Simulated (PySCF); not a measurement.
## Dipole response of Ga(2+) (gallium, charge +2)

[Ar] 3d10 4s1, 2S determinant. Computed with PySCF 2.14 in aug-cc-pVQZ-PP with one added diffuse shell each of s, p, d, f, g type with ECP10MDF (8s7p6d4f3g, 114 functions), with scalar relativity through the core potential. Coupled (time-dependent) response in atomic units; α is the mean over directions.

| method | mean α (bohr³) | C₆ (like pair) | S(−4) |
| --- | --- | --- | --- |
| UHF | 12.10 | 36.65 | 136.3 |
| PBE | 9.360 | 27.29 | 72.75 |
| PBE0 | 9.914 | 29.03 | 84.26 |
| TPSSh | 10.29 | 30.78 | 89.81 |

S(−4) is the Cauchy moment in α(ω) = α(0) + S(−4) ω² + …

α(iu) at UHF:

```csv
u (hartree),α(iu) (bohr³)
0,12.10
0.0500,11.77
0.100,10.89
0.200,8.457
0.300,6.298
0.500,3.737
0.750,2.335
1.00,1.670
1.50,1.045
2.00,0.7435
3.00,0.4421
5.00,0.2071
```

For an ion, C₆ is the dispersion term alone; charge-induced terms of lower order in 1/R come first.

Energies and moments cover only the electrons outside the core potential.
